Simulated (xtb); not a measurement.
Se(Cl)(GeH3) (ClGeH3Se), SMILES [GeH3][Se]Cl. All values are semi-empirical tight-binding results from xtb (GFN2-xTB unless named), good for trends rather than for accurate numbers. Coordinates come from a GFN2-xTB optimisation. The structure was generated by enumeration, and PubChem lists no compound with its InChIKey, so it may never have been made.

Optimised geometry:

```xyz
6

Se     0.3444     0.4942     0.8127
Cl     1.5675     1.0381    -0.8626
Ge    -1.0692    -0.9572    -0.3493
H     -0.2988    -2.1124    -0.9207
H     -2.0980    -1.4687     0.6122
H     -1.7468    -0.2404    -1.4806
```
Charge 0, spin multiplicity 1.

For metal compounds this method's bond lengths and energies can be far off.

```yaml
orbital_gap: 2.85 eV
zero_point_energy: 14.4 kcal/mol
G − E(el) at 298.15 K (modified RRHO): -5.7 kcal/mol
```

Computed atomic charges and the Wiberg bond orders between heavy atoms:
charges (e) Se1 -0.08, Cl2 -0.08, Ge3 0.14, H4 0.01, H5 0.00, H6 0.01. Bond orders Se1–Cl2 1.26, Se1–Ge3 0.99.
